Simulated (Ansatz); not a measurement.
`[SH][Ti]([Cl])([Cl])[Cl]` + HI → `[Cl][Ti]([Cl])([Cl])[I]` + H₂S at 500 K and 1 bar (ligand exchange at a Ti–S bond).

Gas-phase electronic energies from Ansatz, PBE0-D4/def2-TZVP geometries. CCSD(T)/CBS is the MP2 limit (def2-TZVPP, def2-QZVPP) plus CCSD(T) − MP2 in def2-TZVPP, frozen cores. This one scheme is used for every species. def2 core potentials past Kr. For I, Ti outer-core shells are correlated without core-valence functions, which leaves a few kJ/mol of doubt a bond. Scalar relativity is left out up to krypton. One conformer a species, not always the lowest.

| species | CCSD(T)/CBS energy (Eh) | H − E (kJ/mol) | S (J/(mol·K)) |
| --- | --- | --- | --- |
| `[SH][Ti]([Cl])([Cl])[Cl]` | -2626.86635 | 81.8 | 449.4 |
| HI | -298.03592 | 28.6 | 221.6 |
| `[Cl][Ti]([Cl])([Cl])[I]` | -2525.94918 | 56.4 | 436.6 |
| H₂S | -398.97279 | 57.0 | 224.0 |

H − E and S are ideal-gas, rigid-rotor, harmonic terms from PBE0-D4/def2-TZVP, for one conformer and one mirror image of each species. 1 Eh = 2625.50 kJ/mol, R = 8.31446 J/(mol·K).

Task: By hand: ΔE, ΔH, ΔS and ΔG.

Result: ΔE = (-2525.94918) + (-398.97279) − (-2626.86635) − (-298.03592) = -0.01970 Eh = -51.7 kJ/mol. Δ(H − E) = 56.4 + 57.0 − 81.8 − 28.6 = 3.0, so ΔH = -48.7 kJ/mol. ΔS = 436.6 + 224.0 − 449.4 − 221.6 = -10.4 J/(mol·K). ΔG = -48.7 − 500 × (-10.4)/1000 = -43.5 kJ/mol.

Task: By hand: the equilibrium constant, and the temperature at which ΔG would vanish if ΔH and ΔS stayed fixed.

Result: log₁₀ K = −ΔG/(RT ln 10) = 4.5. ΔG = 0 at ΔH/ΔS = 4683 K, far beyond where these terms or the molecules hold.

The number of gas molecules stays the same, so ΔS is small and ΔH decides. A doubt of 5 kJ/mol in ΔE shifts log₁₀ K by 0.5 here. Other conformers and mirror images would add mixing entropy, several J/(mol·K) or more a flexible species. These are equilibria of isolated gas molecules and say nothing of rates. Largest T1 diagnostic: 0.026 (customary marks: 0.02 for closed shells, 0.045 for open ones).
